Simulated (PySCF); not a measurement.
**Relaxation of singlet PbCl₂**

Level of theory: PBE in PySCF with Pb def2-TZVP with ECP60, Cl def2-TZVP; scalar-relativistic core potentials, no spin–orbit coupling; density-fitted integrals. A (50,194) grid was used.

A hand-made linear start, of D∞h symmetry, held to at least that symmetry:

```xyz
3
charge 0 multiplicity 1, angstrom
Pb    0.0000    0.0000    0.0000
Cl    0.0000    0.0000    2.4300
Cl    0.0000    0.0000   -2.4300
```

What does it relax to?

It ends at D∞h with Pb–Cl 2.603 Å (×2); Cl–Pb–Cl 180.0°. A frequency run shows 2 imaginary modes (one degenerate set), down to 94i cm⁻¹, so it is a higher-order saddle point. Other isomers or separated fragments may lie lower.

How much energy is released, and in how many steps?

33.3 kJ/mol in 4 steps.

No spin–orbit coupling is included, which matters more the heavier the element.

The relaxation took 8.8 s on 2 threads of a shared Arm Neoverse V2 host, with 124 basis functions and 5 gradients; the process peaked at 0.95 GiB. Launch command: `OMP_NUM_THREADS=2 python axn.py task.json out`.
